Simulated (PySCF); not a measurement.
## Rb (rubidium, neutral) across methods

[Kr] 5p1, 2P determinant (an excited configuration). All numbers are calculated (PySCF 2.14, the spin-free X2C one-electron Hamiltonian (Gaussian nucleus), in aug-cc-pVQZ-X2C (9s8p6d3f2g, 102 functions)).

| method | E (hartree) | mean ε 4p α (eV) | mean ε 4p β (eV) | mean ε 5p α (eV) | Σ⟨r²⟩ (bohr²) | ⟨S²⟩ |
| --- | --- | --- | --- | --- | --- | --- |
| LDA | -2976.94 | -17.461 | -17.435 | -1.545 | 86.18 | 0.750 |
| PBE | -2980.59 | -17.323 | -17.296 | -1.589 | 86.34 | 0.750 |
| r2SCAN | -2980.95 | -17.914 | -17.907 | -1.542 | 86.81 | 0.750 |
| PBE0 | -2980.66 | -19.137 | -19.106 | -1.878 | 87.80 | 0.750 |
| UHF | -2979.10170 | -23.438 | -23.400 | -2.460 | 97.50 | 0.750 |
